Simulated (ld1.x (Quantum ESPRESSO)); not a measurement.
# N: one change to a TM semilocal potential, before and after

nitrogen (N), norm-conserving Troullier–Martins (semilocal form), made with ld1.x (Quantum ESPRESSO) 7.5 (LDA (PZ), non-relativistic). Core [He], reference 2s2 2p2 (charge +1). Waves: 2p (bound): rc 1.45 bohr; 2s (bound): rc 0.90 bohr. Local part: the s channel. Core correction: none.

Change: core correction a·sin(br)/r model core inside 0.52 bohr.

Cutoffs: the cutoffs (Ry, on a coarse ladder) from which the occupation-weighted sum of valence levels, in a spherical-Bessel basis at the reference potential, stays within 10 and 1 mRy of its value at 400 Ry; they do not see the model core or the augmentation charge, which bear on the density cutoff. Errors are all-electron minus pseudo energies relative to the spin-unpolarised reference configuration.

Problem. How do hardness, ghosts and transferability respond?

Solution. The potential gets neither clearly harder nor softer (60 Ry and 140 Ry → 60 Ry and 140 Ry); of the 9 tests that both files solve, the error grows in 0 and shrinks in 9 by more than 15 % and 0.3 meV (median size 55.3 → 42.1 meV); neither file shows a bound ghost. Exchange and correlation are not linear in the density, so unscreening with the valence charge alone errs where core and valence overlap; a model core restores that term. A semilocal file is local in each channel, so a ghost entry of none says nothing of the separable form that plane-wave codes build from it. A model core, the more so a compact one, raises the density cutoff, which this test does not measure.

| quantity | base | changed |
| --- | --- | --- |
| cutoff, loose | 60 Ry | 60 Ry |
| cutoff, tight | 140 Ry | 140 Ry |
| bound ghosts | none | none |
| error for 2s2 2p3, meV [ΔE -13.74 eV] | +5.0 | +2.4 |
| error for 2s2 2p1, meV [ΔE 28.97 eV] | +55 | +42 |
| error for 2s2 2p0, meV [ΔE 76.14 eV] | +446 | +340 |
| error for 2s0 2p5, meV [ΔE 8.66 eV] | +108 | +90 |
| error for 2s2 2p3.3, meV [ΔE -15.40 eV] | +4.0 | +0.8 |
| error for 2s1 2p3, meV [ΔE 11.42 eV] | +19 | +16 |
| error for 2s2 2p2.5, meV [ΔE -8.57 eV] | +2.9 | +1.9 |
| error for 2s2 2p2 (spin-polarised), meV [ΔE -1.69 eV] | +186 | +60 |
| error for 2s2 2p3 (spin-polarised), meV [ΔE -16.63 eV] | +289 | +103 |
| s: phases at 1.60 bohr within 0.05 rad from the reference energy up to (Ry; the scan ends near 5) | 4.7 | 4.7 |
| p: phases at 1.60 bohr within 0.05 rad from the reference energy up to (Ry; the scan ends near 5) | 2.7 | 2.7 |
